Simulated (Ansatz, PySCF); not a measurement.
Gas-phase reaction (SMILES): C=C[Si](O)(O)O + Cl (HCl) -> O[Si](O)(O)Cl [chloro(trihydroxy)silane] + C=C (C2H4) [ethene]; hydrogen chloride cleaves one Si-C bond, a model of a ligand-exchange step.

Structures are relaxed separately at B3LYP-D3(BJ)/def2-TZVP in Ansatz (a quantum-chemistry and plane-wave program), one conformer each, not searched for the lowest. Cores are frozen in the correlated levels unless marked. No spin-orbit coupling. No relativistic terms. CBS marks a two-point X^-3 extrapolation of the correlation energy; Hartree-Fock from the larger set. The bracket is a focal-point correction in the basis named. Thermal terms are rigid-rotor harmonic-oscillator values from B3LYP-D3(BJ) frequencies (Ansatz or PySCF) at 298.15 K and 1 atm. 1 Eh = 627.5095 kcal/mol.

```
species         E, RI-MP2/CBS(aug-cc-pV(T+d)Z,aug-cc-pV(Q+d)Z)+[CCSD(T)-MP2]/aug-cc-pV(T+d)Z (Ansatz) (Eh)  E, PBE0-D4/def2-TZVPD (Ansatz + dftd4) (Eh)  H - E (Eh)  G - E (Eh)
--------------  ------------------------------------------------------------------------------------------  -------------------------------------------  ----------  ----------
C=C[Si](O)(O)O                                                                                  -594.46844                                   -594.82664     0.09513     0.05331
Cl (HCl)                                                                                        -460.37874                                   -460.66608     0.01000    -0.01120
O[Si](O)(O)Cl                                                                                   -976.40476                                   -977.01627     0.05273     0.01437
C=C (C2H4)                                                                                       -78.48011                                    -78.51403     0.05494     0.03009
```

Question: Work out ΔE and ΔH, ΔG, ΔS and the equilibrium constant at 298.15 K at the first level, then ΔH at the second.

Answer: 
1. ΔE = [(-976.40476) + (-78.48011)] - [(-594.46844) + (-460.37874)] = -0.03769 Eh = -23.7 kcal/mol at RI-MP2/CBS(aug-cc-pV(T+d)Z,aug-cc-pV(Q+d)Z)+[CCSD(T)-MP2]/aug-cc-pV(T+d)Z.
2. The terms H - E add up to 0.00254 Eh, so ΔH = (-0.03769 + (0.00254))×627.5095 = -22.1 kcal/mol.
3. The terms G - E add up to 0.00235 Eh, so ΔG = -22.2 kcal/mol, and ΔS = (0.00254 - (0.00235))×627509.5/298.15 = 0.4 cal/(mol K).
4. log10 K = -ΔG/(RT ln 10) = 16.3, with RT ln 10 = 1.3642 kcal/mol.
5. At PBE0-D4/def2-TZVPD the same steps give ΔE = -23.6 and ΔH = -22.0 kcal/mol, a shift of +0.1 from the first level.
6. These values are not checked against measurement here, since the tables used lack a sound gas-phase enthalpy of formation for at least one species.
